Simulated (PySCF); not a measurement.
# Ni⁺ (nickel, charge +1): revPBE calculation

Configuration: [Ar] 3d9, 2D determinant. Computed with PySCF 2.14 in STO-3G (4s3p1d, 18 functions), with the non-relativistic Hamiltonian (point nucleus).

* Total energy: -1489.384 hartree
* One-electron energy: -2092.985 hartree
* Hartree (Coulomb) energy: 668.146 hartree
* Exchange-correlation energy: -64.544 hartree
* Kinetic energy: 1497.51731 hartree
* ⟨S²⟩: 0.7502
* ⟨L²⟩: 6.001
* Sum of ⟨r⟩: 15.74 bohr
* Sum of ⟨r²⟩: 14.13 bohr²
* Traceless quadrupole moment −½Σ⟨3z² − r²⟩ along its main axis: -0.232 e·bohr²
* Density at the nucleus (Gaussians lack the cusp): 9800 bohr⁻³
* Spin density at the nucleus: 0.0767 bohr⁻³
* Langevin diamagnetic susceptibility: -11.2 ×10⁻⁶ cm³/mol

| shell | electrons | mean orbital energy (eV) | spread (eV) | rms radius, mean of both spins (bohr) |
| --- | --- | --- | --- | --- |
| 1s α | 1 | -8006.9 | 0 | 0.0640 |
| 1s β | 1 | -8006.9 | 0 | 0.0640 |
| 2s α | 1 | -907.07 | 0 | 0.265 |
| 2s β | 1 | -906.71 | 0 | 0.265 |
| 2p α | 3 | -805.41 | 1.151 | 0.242 |
| 2p β | 3 | -805.14 | 0.849 | 0.242 |
| 3s α | 1 | -81.446 | 0 | 0.845 |
| 3s β | 1 | -80.089 | 0 | 0.845 |
| 3p α | 3 | -45.333 | 2.654 | 0.960 |
| 3p β | 3 | -44.024 | 1.333 | 0.960 |
| 3d α | 5 | 24.007 | 3.409 | 0.861 |
| 3d β | 4 | 25.368 | 2.036 | 0.861 |

At revPBE the highest occupied level has a positive energy, so only the finite basis holds that electron; for this excited configuration the basis is too tight for the outer shell.
